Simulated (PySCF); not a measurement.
A GIAO shielding run with PySCF 2.14.0 with density-fitted response routines (density fitting, non-relativistic, gas phase) on `CC(N1[Si@@H](OC)NCC1)=O`, C₅H₁₂N₂O₂Si:

```
$ OMP_NUM_THREADS=1 python probes_run.py task.json out

{"job": {"kind": "nmr", "xc": "PBE0", "basis": "pcSseg-1"}, "charge": 0, "multiplicity": 1}
C     -2.924428     1.380565    -0.300845
O     -2.307150     0.130874    -0.116370
Si    -1.032612    -0.228887     0.797917
N     -0.761200    -1.916868     0.858701
C      0.420884    -2.355389     0.152268
C      1.369433    -1.153309     0.068908
N      0.546221     0.027407     0.068836
C      0.926818     1.271995    -0.258988
C      2.328246     1.478731    -0.780456
O      0.127474     2.186490    -0.130395
H     -2.174279     2.164460    -0.399601
H     -3.565967     1.602202     0.553994
H     -3.529644     1.321322    -1.205328
H     -1.051098     0.369348     2.127841
H     -1.478904    -2.612882     0.943629
H      0.899525    -3.182198     0.688062
H      0.172782    -2.704189    -0.859369
H      1.987040    -1.210440    -0.830785
H      2.028913    -1.138896     0.945317
H      2.468905     0.928129    -1.708552
H      3.053160     1.123349    -0.051179
H      2.485470     2.537572    -0.965237
```

Hardware: 1 thread of an Arm Neoverse V1, shared host. The job also computes population analyses, field gradients, ring-centre shieldings.

**Question.** How large is the calculation?

**Answer.** 86 electrons, 237 basis functions and 1242 auxiliary functions.

**Question.** How long does it take, and how much memory does it need?

**Answer.** 78 s of wall time, with 14 SCF cycles and 5 response iterations; peak memory 1.1 GiB. Times on a shared host scatter by some tens of per cent.
